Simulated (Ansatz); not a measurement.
Job for Ansatz (a quantum-chemistry and plane-wave program): R-CCSD(T)/aug-cc-pV(D+d)Z on C3H8S (a complex), monomers drawn apart or pushed together. Files ending in .json are basis or fitting sets from the Basis Set Exchange.

Ansatz 0.2 input:
```yaml
crystal:
  periodic: [false, false, false]
  atoms:
    - {symbol: S, position_ang: [0.12225187, 0.46331974, 0.72926504]}
    - {symbol: H, position_ang: [0.65053172, 0.15305370, 1.92706212]}
    - {symbol: H, position_ang: [1.24509591, 0.13301200, 0.07201142]}
    - {symbol: C, position_ang: [1.18255164, 0.22833469, 4.26749276]}
    - {symbol: C, position_ang: [0.08447533, -0.51096047, 4.15818299]}
    - {symbol: C, position_ang: [-1.28851678, 0.02002054, 3.89826334]}
    - {symbol: H, position_ang: [1.14921817, 1.30863083, 4.17844652]}
    - {symbol: H, position_ang: [2.15066635, -0.21762008, 4.45591707]}
    - {symbol: H, position_ang: [0.16835064, -1.59022565, 4.25547856]}
    - {symbol: H, position_ang: [-1.97255559, -0.25519809, 4.70586798]}
    - {symbol: H, position_ang: [-1.28681464, 1.10675070, 3.80491761]}
    - {symbol: H, position_ang: [-1.70248653, -0.40428777, 2.97886014]}
basis:
  gaussian:
    orbitals: aug-cc-pV_D+d_Z.json
magnetization: {spin_polarized: false}
correlation: {method: ccsd_t, electrons: outside_noble_gas}
scf: {lower_state_search: off}
```

Output:

```
WARN ansatz: RAYON_NUM_THREADS=1 ignored (pool sized by the plan → 1); use --threads N
Functional definition: HF
these checks for a lower state are left out or cut short: stability, starts, cluster_reference, orbital_swaps, neighbouring_geometries, increment
integrals: 0.65 GiB planned
1696 factors; integrals over basis functions are off by at most 1.1e-3 eV
mean field: 0.60 GiB planned
mean field evaluation 1: about -14031.6977 eV, gradient 3.3e1 eV
mean field evaluation 2: about -14031.7506 eV, gradient 3.4e1 eV
mean field evaluation 4: about -14035.1699 eV, gradient 3.4e0 eV
mean field evaluation 8: about -14035.2199 eV, gradient 2.7e-1 eV
mean field -14035.22028694 eV, -515.7848321310 hartree, gradient 1.4e-6 eV, S^2 0.000000; 0 other end points of the search recorded, 0 dependent functions left out
8 core orbitals not correlated
reference -14035.22028694 eV, -515.7848321310 hartree; 13, 13 occupied and 152, 152 virtual orbitals, 1696 factors
second order -16.28042033 eV of doubles, -0.00000000 eV of singles
coupled cluster: 1.84 GiB planned
cycle   1  -17.41889292 eV  change    -1.1e0 eV  update   8.8e-2
cycle   2  -17.92036511 eV  change   -5.0e-1 eV  update   2.8e-2
cycle   3  -17.98543433 eV  change   -6.5e-2 eV  update   1.0e-2
cycle   4  -17.98554519 eV  change   -1.1e-4 eV  update   3.2e-3
cycle   5  -17.98582676 eV  change   -2.8e-4 eV  update   9.6e-4
cycle   6  -17.98575174 eV  change    7.5e-5 eV  update   3.2e-4
cycle   7  -17.98578107 eV  change   -2.9e-5 eV  update   9.2e-5
cycle   8  -17.98582601 eV  change   -4.5e-5 eV  update   3.5e-5
cycle   9  -17.98582312 eV  change    2.9e-6 eV  update   1.2e-5
perturbative correction -0.62785547 eV, -0.0230732629 hartree
Total energy: -14053.83396553 eV, -516.4688722025 hartree
Checks for a lower state left out: stability, starts, cluster_reference, orbital_swaps, neighbouring_geometries, increment
```

Self-consistency was reached.

Cost: around 80 core-seconds (rough).
